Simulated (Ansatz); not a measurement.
Isolated molecules relaxed with PBE0-D4/def2-TZVP in Ansatz; ΔE leaves out vibrations. CCSD(T)/CBS adds triple-zeta CCSD(T) − MP2 to the extrapolated MP2 energy (def2 sets, frozen cores). This one scheme is used for every species. Functionals use def2-TZVPP. Each species was taken in one conformer, which may not be the lowest.

Consider the ligand exchange at the Si–C bond: `COC[SiH2]P` + CH₃OH → `CO[SiH2]P` + `COC`.

`COC[SiH2]P`:

Z-matrix (Å, degrees):
```
C
O 1 1.403
H 1 1.090 2 107.6
H 1 1.099 2 111.3 3 119.4
H 1 1.099 2 111.3 3 -119.5
C 2 1.406 1 112.5 3 179.9
Si 6 1.889 2 109.0 1 -179.9
H 6 1.103 2 111.0 1 59.1
H 6 1.102 2 111.2 1 -59.2
P 7 2.259 6 107.3 2 179.4
H 7 1.486 6 109.9 2 -57.2
H 7 1.487 6 110.0 2 63.0
H 10 1.421 7 94.1 6 79.9
H 10 1.421 7 93.3 6 173.6
```

CH₃OH:

Z-matrix (Å, degrees):
```
C
O 1 1.409
H 1 1.097 2 112.4
H 1 1.090 2 107.0 3 -118.5
H 1 1.097 2 112.4 3 123.0
H 2 0.959 1 108.5 3 -61.6
```

`CO[SiH2]P`:

```xyz
11

C    -1.349   -0.857    1.002
O    -0.658    0.371    0.964
Si    0.130    0.914   -0.371
P     1.788   -0.505   -0.948
H    -0.680   -1.701    0.800
H    -1.771   -0.978    2.000
H    -2.166   -0.878    0.272
H     0.600    2.276   -0.025
H    -0.789    0.968   -1.545
H     2.745    0.091   -0.085
H     2.151    0.299   -2.063
```

`COC`:

Z-matrix (Å, degrees):
```
C
O 1 1.399
H 1 1.090 2 107.7
H 1 1.100 2 111.6 3 119.4
H 1 1.100 2 111.6 3 -119.4
C 2 1.399 1 112.1 3 -180.0
H 6 1.100 2 111.6 1 60.6
H 6 1.090 2 107.7 1 -179.9
H 6 1.100 2 111.6 1 -60.5
```

```csv
species,PBE0-D4 energy (Eh)
`COC[SiH2]P`,-787.33445
CH₃OH,-115.64111
`CO[SiH2]P`,-748.10495
`COC`,-154.90818
```

Q: Work out ΔE.

A: ΔE = (-748.10495) + (-154.90818) − (-787.33445) − (-115.64111) = -0.03757 Eh = -98.6 kJ/mol. CCSD(T)/CBS gives -104.7 kJ/mol.

Largest T1 diagnostic among the species: 0.012.

In def2-TZVPP, CCSD(T) changes the Hartree–Fock value by +15.8 kJ/mol (the triples alone add +1.8 kJ/mol) and MP2 by +13.1 kJ/mol. From PBE to PBE0 (25 % exact exchange), in def2-TZVPP and without D4, ΔE moves by −3.3 kJ/mol.
